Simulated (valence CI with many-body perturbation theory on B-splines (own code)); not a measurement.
Level structure of Yb XL

Method: configuration interaction combined with many-body perturbation theory (CI+MBPT): three valence electrons over a frozen Dirac-Fock core [Ar] 3d10, a basis of 11 s, 11 p, 10 d, 8 f, 5 g, 2 h functions for each j, with the one-electron correlation potential Σ1 (screened to all orders), the two-electron term Σ2, the three-electron term Σ3, Breit, model QED; selected single and double excitations, second order for the rest, scaled by the run's own slope (own B-spline code, finite nucleus).

No measured spectrum was set against this ion. As an estimate, large intervals hold to a few tenths of a per cent, small ones and those within an open d or f shell to about a per cent.

Levels 181 to 197 of 197, with energies above the lowest level, 4s2 4p 2P°_1/2. "Leading %" is the weight of the configuration and term that name the level; weights of strongly mixed levels are sums over their largest components and can fall short. In the jj column 3d3/2^4 stands for four electrons in 3d with j = 3/2. Lifetimes count E1, E2, E3, M1 and M2 decay at the calculated energies, and are blank where another channel may lead or the interval is too uncertain; long ones can be off by a factor of two.

| No. | Configuration | Term | J | E (eV) | Leading % | Leading jj | Lifetime |
| --- | --- | --- | --- | --- | --- | --- | --- |
| 181 | 4p 4d2 | 4F° | 9/2 | 699.22 | 24 | 4s 4d5/2 4f5/2 (39 %) | 1.15 ps |
| 182 | 4s 4d 4f | 2P° | 1/2 | 700.14 | 24 | 4s 4d5/2 4f5/2 (43 %) | 1.77 ps |
| 183 | 4s 4d 4f | 4D° | 5/2 | 700.89 | 30 | 4s 4d5/2 4f5/2 (41 %) | 1.18 ps |
| 184 | 4s 4d 4f | 2H° | 9/2 | 701.10 | 18 | 4p3/2 4d5/2^2 (25 %) | 1.21 ps |
| 185 | 4p 4d2 | 2D° | 3/2 | 701.90 | 25 | 4p3/2 4d3/2 4d5/2 (61 %) | 973 fs |
| 186 | 4s 4d 4f | 4G° | 7/2 | 701.91 | 23 | 4s 4d5/2 4f5/2 (57 %) | 1.01 ps |
| 187 | 4p 4d2 | 2F° | 5/2 | 701.97 | 37 | 4p3/2 4d3/2 4d5/2 (46 %) | 1.12 ps |
| 188 | 4s 4d 4f | 4G° | 9/2 | 702.67 | 49 | 4s 4d5/2 4f7/2 (35 %) | 1.22 ps |
| 189 | 4p 4d2 | 2G° | 7/2 | 703.19 | 25 | 4s 4d5/2 4f5/2 (36 %) | 975 fs |
| 190 | 4s 4d 4f | 2H° | 11/2 | 703.39 | 45 | 4s 4d5/2 4f7/2 (46 %) | 2.40 ps |
| 191 | 4s 4d 4f | 4P° | 1/2 | 704.15 | 58 | 4s 4d5/2 4f5/2 (73 %) | 1.21 ps |
| 192 | 4s 4d 4f | 4P° | 3/2 | 704.58 | 53 | 4s 4d5/2 4f5/2 (65 %) | 1.40 ps |
| 193 | 4s 4d 4f | 2F° | 5/2 | 705.10 | 22 | 4p3/2 4d3/2 4d5/2 (34 %) | 915 fs |
| 194 | 4s 4d 4f | 4G° | 11/2 | 705.87 | 75 | 4s 4d5/2 4f7/2 (54 %) | 1.00 ps |
| 195 | 4p 4d2 | 2P° | 1/2 | 706.08 | 45 | 4p3/2 4d3/2 4d5/2 (37 %) | 958 fs |
| 196 | 4s2 5s | 2S | 1/2 | 706.88 | 99 | 4s^2 5s (99 %) | 152 fs |
| 197 | 4s 4d 4f | 4D° | 7/2 | 707.00 | 16 | 4p3/2^2 4f5/2 (36 %) | 971 fs |

Names give the largest LS component (configuration and term), which can be under half, so a name can repeat, a term be missing and a line seem to break the LS rules; names also repeat where a configuration has a term twice.

Where two levels of one J and parity lie close, their mixing, g and order are uncertain.
